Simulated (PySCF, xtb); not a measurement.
C3H4ClNSi, SMILES C1[Si@H](Cl)N=CC=1.

Harmonic wavenumbers (cm⁻¹) from GFN2-xTB (xtb) at its own minimum, in rising order: 101, 133, 322, 414, 458, 561, 566, 620, 665, 741, 796, 843, 896, 913, 996, 1083, 1241, 1288, 1550, 1632, 2346, 3023, 3083, 3122.

Q: What does B3LYP-D3(BJ)/def2-SVP run with PySCF 2.14.0 give at its own minimum? (An estimate is asked for; the answer gives what the named calculation found.)

A: 114, 174, 360, 454, 499, 586, 648, 704, 735, 760, 828, 870, 939, 968, 1013, 1079, 1302, 1354, 1576, 1672, 2271, 3062, 3164, 3221. Paired by order, the mean absolute difference is 47 cm⁻¹ and the zero-point energies are 39.2 and 40.5 kcal/mol.
